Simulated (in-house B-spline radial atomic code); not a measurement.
## RPA and G0W0 on BHandHLYP: Rb⁷⁺

Configuration [Ar] 3d10 4s2, mean-field start BHandHLYP. Computed with an all-electron radial atomic-structure program (B-spline basis): all electrons, non-relativistic, point nucleus, each spin shell either full or empty, empty states to l = 9 with an (l + 1/2)⁻⁴ tail; G0W0 by contour deformation at full frequency.

Without relativity these are model numbers: it shifts the levels of so heavy an element strongly and can reorder them.

Command:
```bash
python run_gw.py task.json out
```
Settings (radii: box in bohr, nucleus in fm):
```
Z                        37
electrons                30
configuration            [Ar] 3d10 4s2
hamiltonian              nr
method                   bhandhlyp
lmax                     9
spin_polarised           False
box_radius               8.41
intervals                50
ion_configuration        [Ar] 3d10 4s1
```

Cost of the run: 5.4 s on 1 thread of Arm Neoverse N1, on a shared host.

Energies (hartree):

```json
{"term": "mean-field total", "value": "-2926.46597"}
{"term": "Hartree-Fock functional on these orbitals", "value": "-2924.88280"}
{"term": "direct second order", "value": "-2.4643"}
{"term": "second-order exchange", "value": "0.7178"}
{"term": "SOSEX correction", "value": "0.66964"}
```

What is the RPA correlation energy, and what remains with SOSEX?

RPA gives -2.204 hartree (-2 eV per electron); RPA + SOSEX gives -1.5343, and the second-order doubles -1.7465 hartree (no singles). RPA lacks exchange-type terms and so overcorrelates at short range.

Quasi-particle levels (eV):

```csv
level,occupied,mean field,Σx - vxc,Σc,QP weight,G0W0
4s,yes,-126.79,-2.00,?,?,?
3d,yes,-226.45,-10.62,2.91,0.965,-234.16
4p,no,-101.51,4.88,-1.72,0.972,-98.35
```

G0W0 = mean field + (Σx - vxc) + Σc, with Σc (partial-wave tail included) taken at the quasi-particle energy. Only the outer levels were computed. Levels of low weight are left out.

Where does G0W0 put 4s?

At -131.26 eV, with Σc = -2.46 eV and a quasi-particle weight of 0.974. The tabulated removal energy is 132.79 ± 0.25 eV (NIST, semi-empirical); the calculation leaves out relativity, Breit and QED terms, and what these don't explain is the method's own error.

What does it cost to remove one electron (to [Ar] 3d10 4s1) by differences of total energies, each species on its own start (correlation terms add to the Hartree-Fock functional)?

BHandHLYP 130.81 eV, Hartree-Fock functional 128.54 eV, + RPA 131.03 eV, + RPA + SOSEX 130.45 eV, + second order 131.15 eV. Tabulated: 132.79 ± 0.25 eV (NIST, semi-empirical); the calculation leaves out relativity, Breit and QED terms, and what these don't explain is the method's own error.
